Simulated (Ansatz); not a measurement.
Two structures of CH9GeN, singlet, reached by relaxing down either side of one saddle point (PBE0-D4/def2-TZVP). Energies are electronic, without zero-point energy. Ansatz 0.2.0; basis: def2-TZVPP and def2-QZVPP; cores frozen in the correlated methods. Filled d shells of the heavier atoms are correlated. The def2 sets are not built for correlating such inner shells, so the correlated values are less sure here. Extrapolation: Hartree–Fock as exp(−7.88 √X), correlation as X^−2.97. First:

```
12
angstrom
Ge -1.3067 -0.5118 0.4302
H -0.9115 -1.6001 -0.5860
H -2.5271 -1.0321 1.2195
H -1.7547 0.7397 -0.3483
C 0.1699 -0.1017 1.6324
H 1.1008 -0.2603 -2.2134
N 1.2129 0.6058 -1.7006
H -0.1246 0.6657 2.3494
H 0.4738 -0.9944 2.1806
H 1.0042 0.2601 1.0317
H 0.5324 1.2585 -2.0701
H 2.1304 0.9704 -1.9256
```

Second:

Ge1  (-0.839, 0.725, 0.053)
H2  (1.061, -2.800, -1.101)
H3  (-2.111, -0.095, -0.235)
H4  (-1.246, 2.205, 0.271)
C5  (0.123, 0.068, 1.610)
H6  (0.914, -2.075, -1.225)
N7  (0.259, 0.476, -1.413)
H8  (-0.491, 0.155, 2.507)
H9  (0.392, -0.979, 1.463)
H10  (1.037, 0.645, 1.761)
H11  (-0.200, 0.640, -2.299)
H12  (1.102, 1.036, -1.392)
(Å)

Question: Which bonds change from the first to the second?

Answer: CH₆Ge ([CH3][GeH3]) + NH₃ → CH₇GeN ([CH3][GeH2][NH2]) + H₂; bonds formed: Ge1–N7, H2–H6; bonds broken: Ge1–H2, H6–N7.

Question: Give the saddle point's structure and its height above each. (Judge from chemistry; the value comes from the calculation.)

Answer: By the calculation: 54.59 kcal/mol above the first and 48.77 kcal/mol above the second (CCSD(T) at an estimated basis limit (MP2 extrapolated from triple and quadruple zeta, plus CCSD(T) − MP2 in triple zeta)).
```xyz
12
angstrom
Ge -0.7231 0.1003 0.0072
H 0.2878 -1.6051 -0.6051
H -1.9825 -0.7053 -0.3330
H -1.2151 1.5978 0.0219
C 0.1912 -0.1350 1.7102
H 0.6305 -0.7523 -1.3841
N 0.4545 0.3835 -1.5928
H -0.2814 0.4783 2.4797
H 0.1814 -1.1863 1.9911
H 1.2306 0.1801 1.6020
H -0.0200 0.6414 -2.4531
H 1.2460 1.0026 -1.4442
```

No T1 diagnostic of these runs exceeds 0.012.

Labels in which every atom is bracketed show which atoms are joined, not bond orders.

For scale, one of the runs: CCSD(T)/def2-TZVPP, 236 basis functions (an equivalent command: `ansatz run in.yaml --threads 4`). The run took 85 s on 4 CPU threads (shared host), with 4.4 GiB of host memory at its peak.
